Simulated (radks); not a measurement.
Spin polarisation of the 3d8 shell in Ni. Start: [Ar] 3d(up 4, down 4) 4s2; electrons of 3d are moved from spin down to spin up, other shells keep equal spins. Calculated with a radial shooting solver on a logarithmic mesh with Libxc functionals: scalar-relativistic Kohn-Sham, PBE, spin-polarised, spherical densities, point nucleus.

moment (Bohr magnetons),E - E(0) (eV),e(3d up) (eV),e(3d down) (eV),4s down minus up (eV),3p down minus up (eV),3s down minus up (eV)
0,0.000,-8.874,-8.874,0.000,0.000,0.000
0.5,-0.062,-9.115,-8.621,0.086,0.553,0.565
1,-0.247,-9.345,-8.357,0.173,1.107,1.131
1.5,-0.556,-9.562,-8.080,0.260,1.661,1.697
2,-0.988,-9.767,-7.792,0.348,2.214,2.262

At moment 2 the spin-polarisation energy is -0.988 eV and the 3d exchange splitting 1.975 eV, that is 0.988 eV per Bohr magneton; E = -I m^2/4 would give I = 0.988 eV.
